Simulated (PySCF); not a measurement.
CH3Cl2NSi2, SMILES Cl[Si]1([SiH2]N=C1)Cl. Atoms are numbered in the order given.

```xyz
9

Cl     1.4752    -0.1011    -1.6808
Si     0.2612     0.0197     0.0000
Cl     1.4752    -0.1011     1.6808
C     -0.9885     1.4763     0.0000
N     -2.1634     0.9455     0.0000
Si    -1.9211    -0.8504     0.0000
H     -0.8654     2.5776     0.0000
H     -2.4890    -1.4934     1.2194
H     -2.4890    -1.4934    -1.2194
```

The structure is a stationary point at r2SCAN-D4/def2-SVP. The structure was generated by enumeration, and PubChem lists no compound with its InChIKey, so it may never have been made.

Level of theory: TDA-ωB97X/def2-SVPD (PySCF).

Vertical excitations. Isolated molecule, no solvent. State labels are in the subgroup Cs.

Computed lowest excited states:
```tsv
state	symmetry	energy (eV)	λ (nm)	f	main pairs
S1	A"	3.76	330	0.001	HOMO→LUMO 91 %
S2	A"	5.44	228	0.003	HOMO−1→LUMO 94 %
S3	A"	6.17	201	0.008	HOMO→LUMO+3 89 %
S4	A'	6.20	200	0.006	HOMO→LUMO+1 66 %, HOMO→LUMO+2 25 %
S5	A'	6.46	192	0.058	HOMO→LUMO+2 41 %, HOMO→LUMO+1 26 %, HOMO→LUMO+4 12 %
S6	A'	6.75	184	0.060	HOMO−1→LUMO+1 45 %, HOMO−1→LUMO+2 32 %, HOMO→LUMO+2 7 %
S7	A'	6.80	182	0.036	HOMO−1→LUMO+2 51 %, HOMO−1→LUMO+1 25 %
S8	A"	7.05	176	0.065	HOMO−1→LUMO+3 89 %
S9	A'	7.40	167	0.023	HOMO→LUMO+5 31 %, HOMO→LUMO+4 31 %, HOMO→LUMO+6 10 %, HOMO−2→LUMO 7 %
S10	A'	7.61	163	0.063	HOMO→LUMO+5 39 %, HOMO→LUMO+4 27 %, HOMO−2→LUMO 7 %
T1	A"	3.01	411	0	HOMO→LUMO 92 %
T2	A'	4.83	257	0	HOMO−3→LUMO 28 %, HOMO−2→LUMO 26 %, HOMO−7→LUMO 16 %, HOMO−4→LUMO 12 %
T3	A"	5.05	246	0	HOMO−1→LUMO 86 %
T4	A'	5.63	220	0	HOMO−1→LUMO+1 59 %, HOMO→LUMO+1 30 %
```
Triplets are in the Tamm–Dancoff approximation.
